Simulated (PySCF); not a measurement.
## Antimony: a sound run and one with changed settings

Sound run: Sb⁺ [Kr] 4d10 5s2 5p2, Sb²⁺ [Kr] 4d10 5s2 5p1. Computed with PySCF 2.14 in aug-cc-pVDZ-PP with ECP28MDF (5s4p3d, 32 functions), with scalar relativity through the core potential. The sound run starts from symmetry-adapted Hartree-Fock orbitals and uses a fine grid where one is needed.

Changed run: initial guess atom, at most 5 SCF cycles. This setting is unsound on purpose.

```tsv
species	method	sound run (hartree)	changed run (hartree)	converged
Sb⁺	UHF	-238.95724	-238.95724	no
Sb⁺	r2SCAN	-239.96751	-239.96751	no
Sb⁺	B3LYP	-239.95950	-239.95950	no
Sb²⁺	UHF	-238.36941	-238.36941	no
Sb²⁺	r2SCAN	-239.35564	-239.35564	no
Sb²⁺	B3LYP	-239.35290	-239.35290	no
```

The SCF was stopped early; the energies are upper bounds that still move, and correlated levels were skipped or rest on poor orbitals.
